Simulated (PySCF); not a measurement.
CH3BCl2S (SMILES CSB(Cl)Cl), singlet, at a GFN2-xTB geometry; CASSCF(4,6)+NEVPT2/STO-3G run with PySCF.

Here is a job for PySCF.
```python
from pyscf import gto, scf, mcscf, mrpt
import numpy

mol = gto.Mole()
mol.atom = '''
    B     0.016082    0.017057    0.389283
    Cl   -0.307772   -0.347060    2.048249
    Cl    1.148066    1.277998    0.012603
    S    -0.824341   -0.915724   -0.889049
    C    -0.169298   -0.183183   -2.430213
    H    -0.419724    0.871507   -2.462515
    H    -0.646479   -0.712607   -3.247214
    H     0.906037   -0.319441   -2.465101
'''
mol.basis = 'sto-3g'
mol.charge = 0
mol.spin = 0
mol.verbose = 3
mol.build()

mf = scf.RHF(mol)
mf.kernel()
mc = mcscf.CASSCF(mf, 6, 4)
mc.fix_spin_(ss=0.0)
mc.kernel()
occ = numpy.linalg.eigvalsh(mc.fcisolver.make_rdm1(mc.ci, mc.ncas, mc.nelecas))[::-1]
ss = mc.fcisolver.spin_square(mc.ci, mc.ncas, mc.nelecas)[0]
print('natural occupations', occ.round(4), ' <S^2>', round(ss, 4))
e2 = mrpt.NEVPT(mc).kernel()
print('E(NEVPT2) = %.10f' % (mc.e_tot + e2))
```

It wrote (shortened):

```
converged SCF energy = -1365.98752095997
CASSCF energy = -1366.02096468091
CASCI E = -1366.02096468091  E(CI) = -4.40731287899689  S^2 = 0.0000000
natural occupations [1.9719e+00 1.9670e+00 3.2700e-02 2.7000e-02 1.1000e-03 4.0000e-04]  <S^2> 0.0
Sr    (-1)',   E = -0.00014566574926
Si    (+1)',   E = -0.00832163993143
Sijrs (0)  ,   E = -0.04370698767709
Sijr  (+1) ,   E = -0.02455500372444
Srsi  (-1) ,   E = -0.00061593067632
Srs   (-2) ,   E = -0.00001826095863
Sij   (+2) ,   E = -0.02174898462483
Sir   (0)' ,   E = -0.00545017511449
Nevpt2 Energy = -0.104562648456494
E(NEVPT2) = -1366.1255273294
```
